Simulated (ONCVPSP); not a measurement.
# Ranking ONCV potentials for oxygen (O)

All share these settings but for the change named:

- Element: oxygen
- Generator: ONCVPSP 4.0.1
- Type: optimised norm-conserving Vanderbilt (ONCV)
- Functional: PBE
- Relativity: scalar-relativistic
- Frozen core: [He]
- Valence charge: 6
- Reference configuration: 2s2 2p4
- Partial waves: 2s: rc 0.85 bohr, ncon 4, nbas 8, qcut 7.9 1/bohr, 1 projector; 2p: rc 1.00 bohr, ncon 4, nbas 7, qcut 9.1 1/bohr, 1 projector; d scattering state at 0.07 Ha: rc 0.95 bohr, ncon 4, nbas 8, qcut 10.5 1/bohr, 2 projectors, debl 2.3 Ha
- Local potential: polynomial inside 0.60 bohr (lpopt 5, dvloc0 4 Ha)
- Core correction: Teter function, fcfact 5.75, rcfact 1.35

Test errors are all-electron minus pseudo excitation energies from the reference, over 2s2 2p3; 2s2 2p2; 2s2 2p1; 2s1 2p4. None of these files shows a bound ghost.

The base gives 296.6 meV.

Of 6 variants that were run, those that failed, showed a ghost or another fault, or gave nearly equal values are left out.

A variant can come out equal or close to the base, since the largest error may sit in a test that the change hardly touches while other tests move.

Rank these variants by their largest absolute test error, smallest first.
A. s: rc 0.94
B. s: rc 0.64
C. s: rc 1.24

B (269.7 meV), A (326.5 meV), C (443.5 meV).
